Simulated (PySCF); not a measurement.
# Spin-rotation constants: dimethyl(2,2,2-trifluoroethyl)amine (CN(C)CC(F)(F)F, C$_{4}$H$_{8}$F$_{3}$N)

Geometry:
```
atom   x (Å)   y (Å)   z (Å)
  C1  -1.400  -0.905   0.036
  N2  -0.655   0.256   0.480
  C3  -0.828   1.390  -0.405
  C4   0.699  -0.006   0.873
  C5   1.697  -0.462  -0.208
  F6   1.358  -1.617  -0.800
  F7   2.910  -0.661   0.340
  F8   1.871   0.434  -1.190
  H9  -1.252  -1.722   0.739
 H10  -2.458  -0.644   0.026
 H11  -1.119  -1.246  -0.969
 H12  -1.886   1.650  -0.417
 H13  -0.267   2.239  -0.021
 H14  -0.510   1.192  -1.437
 H15   0.705  -0.793   1.635
 H16   1.128   0.903   1.308
```

The calculation used GIAO PBE0/pcSseg-1 magnetisability, rotational g tensor and spin-rotation constants, non-relativistic, gas phase (PySCF 2.14.0). Geometry: GFN2-xTB.

Q: Give the nuclear spin-rotation constants along the inertial axes (H = +C I·J) beside the isotropic shieldings.

A: Rotational constants 3.3003, 1.4722, 1.3286 GHz. A star marks the isotopologue with that one atom substituted, in its own axes.
| atom | isotope | Caa (kHz) | Cbb (kHz) | Ccc (kHz) | mean (kHz) | σ (ppm) |
| --- | --- | --- | --- | --- | --- | --- |
| N2 | 14N | 0.127 | 0.050 | 0.059 | 0.079 | 237.4 |
| F6 | 19F | 5.044 | 1.687 | 1.460 | 2.730 | 251.6 |
| F7 | 19F | 3.149 | 1.845 | 2.134 | 2.376 | 249.3 |
| F8 | 19F | 5.046 | 1.687 | 1.462 | 2.732 | 251.4 |
| H9 | 1H | -0.308 | -0.020 | -0.094 | -0.141 | 29.2 |
| H10 | 1H | 0.141 | -0.154 | -0.151 | -0.055 | 29.2 |
| H11 | 1H | -0.279 | -0.151 | 0.021 | -0.136 | 29.0 |
| H12 | 1H | 0.140 | -0.154 | -0.151 | -0.055 | 29.2 |
| H13 | 1H | -0.309 | -0.020 | -0.094 | -0.141 | 29.2 |
| H14 | 1H | -0.278 | -0.151 | 0.021 | -0.136 | 29.0 |
| H15 | 1H | -0.378 | -0.007 | -0.071 | -0.152 | 28.5 |
| H16 | 1H | -0.378 | -0.006 | -0.071 | -0.152 | 28.5 |
| C1 | 13C* | 0.672 | 0.220 | 0.254 | 0.382 | 141.8 |
| C4 | 13C* | 0.608 | 0.333 | 0.285 | 0.409 | 124.3 |
| C5 | 13C* | 1.038 | 0.460 | 0.423 | 0.640 | 51.2 |

For the geometry as given, no vibrational averaging.

Q: How do the rotational constants and the g tensor change when H9, H10, H11, H12, H13, H14, H15, H16 are replaced by deuterium?

A: Constants 2.8322, 1.3288, 1.1890 GHz; g -0.0150, -0.0092, -0.0088, against -0.0174, -0.0100, -0.0096 before.
